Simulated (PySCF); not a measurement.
# How the method moves the HOMO and LUMO of CH4BFO

Species: CH4BFO.
Cartesian coordinates in Å at the PBE0-D3(BJ)/def2-SVP level; atoms count from 1:
```xyz
8
CH4BFO angstrom
C     -1.2305   -0.1744    0.1578
O     -0.2433    0.8217    0.3028
B      1.0597    0.6018    0.0917
F      1.4927   -0.5995   -0.2856
H     -0.8301   -1.0885   -0.3054
H     -1.6432   -0.4258    1.1467
H     -2.0440    0.2225   -0.4665
H      1.8474    1.4997    0.2420
```

The species is `COBF` (CH4BFO).

Basis pcSseg-2 throughout (PySCF), one geometry. Geometry: PBE0-D3(BJ)/def2-SVP, one conformer, isolated molecule.

Task: How do the orbital energies, the gap and the dipole change with the method?

Result: 
| method | kind | HOMO (eV) | LUMO (eV) | gap (eV) | μ (D) | SCF cycles |
| --- | --- | --- | --- | --- | --- | --- |
| BLYP | GGA | -7.70 | -0.56 | 7.14 | 1.49 | 14 |
| OPBE | GGA | -7.75 | -0.46 | 7.29 | 1.44 | 15 |
| PBE | GGA | -7.79 | -0.64 | 7.15 | 1.49 | 14 |
| B97-D | GGA | -7.79 | -0.47 | 7.33 | 1.46 | 14 |
| KT2 | GGA | -7.87 | -0.61 | 7.26 | 1.43 | 14 |
| BP86 | GGA | -7.89 | -0.66 | 7.23 | 1.49 | 14 |
| KT3 | GGA | -7.91 | -0.61 | 7.30 | 1.41 | 15 |
| LDA | LDA | -7.94 | -0.89 | 7.05 | 1.55 | 14 |
| B97-2 | global hybrid | -9.04 | 0.33 | 9.37 | 1.42 | 14 |
| B3LYP | global hybrid | -9.09 | 0.04 | 9.13 | 1.45 | 13 |
| PBE0 | global hybrid | -9.32 | 0.33 | 9.65 | 1.44 | 12 |
| mPW1PW91 | global hybrid | -9.35 | 0.31 | 9.66 | 1.44 | 12 |
| CAM-B3LYP | range-separated hybrid | -10.80 | 1.25 | 12.04 | 1.46 | 13 |
| BHandHLYP | global hybrid | -10.80 | 1.13 | 11.94 | 1.40 | 12 |
| wB97X-D | range-separated hybrid | -11.24 | 2.13 | 13.37 | 1.44 | 13 |
| LC-wPBE | range-separated hybrid | -12.17 | 2.41 | 14.58 | 1.46 | 13 |
| HF | Hartree–Fock | -13.16 | 2.72 | 15.88 | 1.33 | 10 |

The HOMO spans 5.46 eV, from BLYP down to HF, and the gap runs from 7.05 eV (LDA) to 15.88 eV (HF). Over the methods BLYP (0 %), OPBE (0 %), PBE (0 %), B97-D (0 %), KT2 (0 %), BP86 (0 %), KT3 (0 %), LDA (0 %), B97-2 (21 %), B3LYP (20 %), PBE0 (25 %), mPW1PW91 (25 %), BHandHLYP (50 %), HF (100 %), a straight line through the gap against the share of exact exchange rises by 0.88 eV for each 10 % (correlation coefficient 0.998). The dipole ranges from 1.33 D (HF) to 1.55 D (LDA). This basis has no diffuse functions.

The vertical ΔSCF ionisation energy at CAM-B3LYP/def2-SVPD is 12.05 eV; −ε(HOMO) comes closest to it with LC-wPBE (12.17 eV).
